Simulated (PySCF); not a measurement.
Predicted microwave data (PBE0/pcSseg-1 in PySCF (dipole) on a GFN2-xTB geometry, gas phase) for one isomer of C6H16N2:

- Rotational constants: A = 2174, B = 1586, C = 1218 MHz
- Dipole components: |μa| = 1.15 D, |μb| = 0.73 D, |μc| = 0.52 D
- Inertial defect: -136.09 u·Å²
- κ: -0.23

Question: Which candidate fits, each taken in the one conformer that was computed?
A. `[CH3:1][CH2:2][N:3]([NH2:4])[C:5]([CH3:6])([CH3:7])[CH3:8]` with C1–C2–N3–N4 -71°, C2–N3–N4–H 78° and -41°
B. `[CH3:1][CH2:2][N:3]([NH:4][CH3:5])[CH:6]([CH3:7])[CH3:8]` with C1–C2–N3–N4 69°, C2–N3–N4–C5 -144°, C2–N3–C6–C7 75°
C. `[CH3:1][CH2:2][C@@H:3]([CH3:4])[N:5]([CH3:6])[NH:7][CH3:8]` with C1–C2–C3–C4 177°, C2–C3–N5–C6 -75°, C3–N5–N7–C8 -143°

Answer: B. It is CCN(NC)C(C)C, an asymmetric top, point group C1. The candidates at the same level (rigid rotor, commonest isotopes):

```
           SMILES  A (MHz)  B (MHz)  C (MHz)  μa (D)  μb (D)  μc (D)  Δ (u·Å²)  point group           rotor
CC[C@@H](C)N(C)NC     2461     1437     1180    0.52    0.77    0.82   -128.57           C1  asymmetric top
   CCN(N)C(C)(C)C     2894     1453     1283    1.04    0.37    0.92   -128.49           C1  asymmetric top
     CCN(NC)C(C)C     2174     1586     1218    1.15    0.73    0.52   -136.09           C1  asymmetric top
```

`CCN(N)C(C)(C)C` has A 33 % too high; `CC[C@@H](C)N(C)NC` has A 13 % too high. No structure here is proved a minimum.
